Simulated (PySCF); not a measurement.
Cl₂OTi, triplet, at a GFN2-xTB geometry (such geometries of metal compounds can be far from the true shape) (the multiplicity is a formal guess); CASSCF(8,7)/STO-3G (PySCF).

Here is a job for PySCF.
```python
from pyscf import gto, scf, mcscf
import numpy

mol = gto.Mole()
mol.atom = '''
    Ti   -0.25393257    0.19354860   -0.18169691
    Cl    1.67846960   -0.12938756   -1.04236339
    Cl   -0.69301964   -0.62172704    1.74748449
    O    -1.39576661    1.06385988   -0.99871585
'''
mol.basis = 'sto-3g'
mol.spin = 2
mol.verbose = 4
mol.build()

mf = scf.ROHF(mol)
mf.kernel()
mc = mcscf.CASSCF(mf, 7, 8)
mc.fix_spin_(ss=2.0)
mc.kernel()
occ = numpy.linalg.eigvalsh(mc.fcisolver.make_rdm1(mc.ci, mc.ncas, mc.nelecas))[::-1]
ss = mc.fcisolver.spin_square(mc.ci, mc.ncas, mc.nelecas)[0]
print('natural occupations', occ.round(4), ' <S^2>', round(ss, 4))
```

The log (banner, timings and long lists left out):

```
PySCF version 2.14.0

[INPUT] verbose = 4
[INPUT] num. atoms = 4
[INPUT] num. electrons = 64
[INPUT] charge = 0
[INPUT] spin (= nelec alpha-beta = 2S) = 2
[INPUT] symmetry False subgroup None
[INPUT] Mole.unit = angstrom
[INPUT] Symbol           X                Y                Z      unit          X                Y                Z       unit  Magmom
[...]
nuclear repulsion = 326.391373729188
number of shells = 21
number of NR pGTOs = 123
number of NR cGTOs = 41
basis = sto-3g
ecp = {}

******** <class 'pyscf.scf.rohf.ROHF'> ********
method = ROHF
initial guess = minao
damping factor = 0
level_shift factor = 0
DIIS = <class 'pyscf.scf.diis.CDIIS'>
diis_start_cycle = 1
diis_space = 8
diis_damp = 0
SCF conv_tol = 1e-09
SCF conv_tol_grad = None
SCF max_cycles = 50
direct_scf = True
direct_scf_tol = 1e-13
num. doubly occ = 31  num. singly occ = 2
Set gradient conv threshold to 3.16228e-05
init E= -1821.36763653003
[...]
cycle= 1 E= -1822.82947180079  delta_E= -1.46  |g|= 0.52  |ddm|= 2.29
[...]
cycle= 2 E= -1822.91749583754  delta_E= -0.088  |g|= 0.453  |ddm|= 1.26
[...]
cycle= 3 E= -1822.99465963818  delta_E= -0.0772  |g|= 0.0385  |ddm|= 0.424
[...]
cycle= 4 E= -1822.99634148608  delta_E= -0.00168  |g|= 0.00952  |ddm|= 0.139
[...]
cycle= 5 E= -1822.99644708349  delta_E= -0.000106  |g|= 0.00559  |ddm|= 0.0414
[...]
cycle= 6 E= -1822.99648703233  delta_E= -3.99e-05  |g|= 0.00243  |ddm|= 0.0215
[...]
cycle= 7 E= -1822.9964990426  delta_E= -1.2e-05  |g|= 0.000818  |ddm|= 0.0099
[...]
cycle= 8 E= -1822.99650045348  delta_E= -1.41e-06  |g|= 0.000384  |ddm|= 0.00399
[...]
cycle= 9 E= -1822.99650076657  delta_E= -3.13e-07  |g|= 8.72e-05  |ddm|= 0.00153
[...]
cycle= 10 E= -1822.99650079014  delta_E= -2.36e-08  |g|= 2.2e-05  |ddm|= 0.000517
[...]
cycle= 11 E= -1822.99650079167  delta_E= -1.54e-09  |g|= 6.67e-06  |ddm|= 0.000147
[...]
cycle= 12 E= -1822.99650079174  delta_E= -6.91e-11  |g|= 1.64e-06  |ddm|= 2.95e-05
[...]
Extra cycle  E= -1822.99650079175  delta_E= -7.73e-12  |g|= 7.87e-07  |ddm|= 4.79e-06
converged SCF energy = -1822.99650079175

******** <class 'pyscf.mcscf.mc1step.CASSCF'> ********
CAS (5e+3e, 7o), ncore = 28, nvir = 6
max_cycle_macro = 50
max_cycle_micro = 4
conv_tol = 1e-07
conv_tol_grad = None
orbital rotation max_stepsize = 0.02
orbital rotation threshold for CI restart = 0.01
augmented hessian ah_max_cycle = 30
augmented hessian ah_conv_tol = 1e-12
augmented hessian ah_linear dependence = 1e-14
augmented hessian ah_level shift = 1e-08
[...]
CASCI E = -1822.99991672854  S^2 = 2.0000000
[...]
               |grad[o]|=0.00134  |grad[c]|=0.000953  |ddm|=0.00453  |maxRot[o]|=0.0699
macro iter  21 (  7 JK    2 micro), CASSCF E = -1823.00576427539  dE = -1.19832823e-04  S^2 = 2.0000000
               |grad[o]|=0.00133  |grad[c]|=0.00111  |ddm|=0.00381  |maxRot[o]|=0.0699
macro iter  22 (  7 JK    2 micro), CASSCF E = -1823.00586635967  dE = -1.02084281e-04  S^2 = 2.0000000
               |grad[o]|=0.00131  |grad[c]|=0.00137  |ddm|=0.00306  |maxRot[o]|=0.0699
macro iter  23 ( 17 JK    4 micro), CASSCF E = -1823.00594101070  dE = -7.46510341e-05  S^2 = 2.0000000
               |grad[o]|=0.00123  |grad[c]|=0.00357  |ddm|=0.0022  |maxRot[o]|=0.0574
macro iter  24 (  7 JK    2 micro), CASSCF E = -1823.00600026784  dE = -5.92571384e-05  S^2 = 2.0000000
               |grad[o]|=0.000717  |grad[c]|=0.00179  |ddm|=0.00173  |maxRot[o]|=0.0699
macro iter  25 (  7 JK    2 micro), CASSCF E = -1823.00603788313  dE = -3.76152918e-05  S^2 = 2.0000000
               |grad[o]|=0.000567  |grad[c]|=0.00212  |ddm|=0.00117  |maxRot[o]|=0.0699
macro iter  26 ( 11 JK    3 micro), CASSCF E = -1823.00603563461  dE =  2.24852215e-06  S^2 = 2.0000000
               |grad[o]|=0.000371  |grad[c]|=0.00338  |ddm|=0.00148  |maxRot[o]|=0.0732
macro iter  27 ( 21 JK    4 micro), CASSCF E = -1823.00604217122  dE = -6.53660891e-06  S^2 = 2.0000000
               |grad[o]|=0.000393  |grad[c]|=0.00198  |ddm|=0.000485  |maxRot[o]|=0.0604
macro iter  28 (  7 JK    2 micro), CASSCF E = -1823.00605516437  dE = -1.29931543e-05  S^2 = 2.0000000
               |grad[o]|=0.000287  |grad[c]|=0.00114  |ddm|=0.000372  |maxRot[o]|=0.0359
macro iter  29 (  6 JK    1 micro), CASSCF E = -1823.00605561476  dE = -4.50382913e-07  S^2 = 2.0000000
               |grad[o]|=9.01e-05  |grad[c]|=0.00041  |ddm|=0.000186  |maxRot[o]|=0.00581
macro iter  30 (  4 JK    1 micro), CASSCF E = -1823.00605569298  dE = -7.82215466e-08  S^2 = 2.0000000
               |grad[o]|=6.46e-05  |grad[c]|=0.00024  |ddm|=0.000178  |maxRot[o]|=0.00141
1-step CASSCF converged in  30 macro (386 JK  87 micro) steps
CASSCF canonicalization
Density matrix diagonal elements [1.9965778  1.99698045 1.99841315 1.00001893 0.99985831 0.00378411
 0.00436725]
CASSCF energy = -1823.00605569298
CASCI E = -1823.00605569298  E(CI) = -20.3781824648343  S^2 = 2.0000000
natural occupations [1.9984 1.9982 1.9956 1.0001 0.9998 0.0056 0.0023]  <S^2> 2.0
```
